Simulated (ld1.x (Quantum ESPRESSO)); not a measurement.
Which change was made? (Bi, TM)

bismuth (Bi), norm-conserving Troullier–Martins (Kleinman–Bylander form), made with ld1.x (Quantum ESPRESSO) 7.5 (PBE, scalar-relativistic). Core [Xe] 4f14, reference 5d10 6s2 6p3. Waves: 6s (bound): rc 1.80 bohr; 5d (bound): rc 1.65 bohr; 6p (bound): rc 2.45 bohr. Local part: the p channel. Core correction: Bessel-smoothed model core inside 1.20 bohr.

Cutoffs, loose and tight: the cutoffs (Ry, on a coarse ladder) from which the occupation-weighted sum of valence levels, in a spherical-Bessel basis at the reference potential, stays within 10 and 1 mRy of its value at 400 Ry. They do not see the model core or the augmentation charge, which bear on the density cutoff. Test errors are all-electron minus pseudo excitation energies from the reference, over the configurations 5d10 6s2 6p2; 5d10 6s2 6p1; 5d10 6s2 6p0; 5d10 6s2 6p2.5; 5d9 6s2 6p3; 5d10 6s0 6p5; 5d10 6s1 6p0; variants that change the core or the reference have their own tests.

The base gives: outcome: generated; cutoff, loose: 60 Ry; cutoff, tight: 100 Ry; bound ghosts: none; largest test error (meV): -229.

Question: After one change the result is: outcome: generated; cutoff, loose: 80 Ry; cutoff, tight: 100 Ry; bound ghosts: none; largest test error (meV): -225. Which change was it?
A. wave 6p (bound): rc 2.45 bohr becomes 6p (bound): rc 1.80 bohr
B. fully relativistic
C. wave 5d (bound): rc 1.65 bohr becomes 5d (bound): rc 1.32 bohr
D. type PAW; waves now 6s (bound): rcut 1.55, rcutus 1.80 bohr; 6s channel at 1.85 Ry: rcut 1.55, rcutus 1.80 bohr; 6p (bound): rcut 2.15, rcutus 2.45 bohr; 6p channel at 1.35 Ry: rcut 2.15, rcutus 2.45 bohr; 5d (bound): rcut 1.45, rcutus 1.65 bohr; 5d channel at -1.65 Ry: rcut 1.45, rcutus 1.65 bohr; local potential all-electron potential smoothed inside 1.35 bohr (lloc = -2); augmentation PSQ, inside the norm-conserving radii
E. all radii but the core radius scaled by about 1.22 (s 2.20, p 3.00, d 2.02 bohr)

Answer: C. The others give: all radii but the core radius scaled by about 1.22 (s 2.20, p 3.00, d 2.02 bohr) → outcome: generated; cutoff, loose: 50 Ry; cutoff, tight: 90 Ry; bound ghosts: none; largest test error (meV): -135 | type PAW; waves now 6s (bound): rcut 1.55, rcutus 1.80 bohr; 6s channel at 1.85 Ry: rcut 1.55, rcutus 1.80 bohr; 6p (bound): rcut 2.15, rcutus 2.45 bohr; 6p channel at 1.35 Ry: rcut 2.15, rcutus 2.45 bohr; 5d (bound): rcut 1.45, rcutus 1.65 bohr; 5d channel at -1.65 Ry: rcut 1.45, rcutus 1.65 bohr; local potential all-electron potential smoothed inside 1.35 bohr (lloc = -2); augmentation PSQ, inside the norm-conserving radii → outcome: generated; cutoff, loose: 50 Ry; cutoff, tight: 90 Ry; bound ghosts: s; largest test error (meV): test run stopped at test 1 of 7 (negative rho) | wave 6p (bound): rc 2.45 bohr becomes 6p (bound): rc 1.80 bohr → outcome: generated; cutoff, loose: 60 Ry; cutoff, tight: 100 Ry; bound ghosts: s; largest test error (meV): -86 | fully relativistic → outcome: generated, misses its reference levels by 1.39 eV; cutoff, loose: 60 Ry; cutoff, tight: 100 Ry; bound ghosts: none; largest test error (meV): +345.
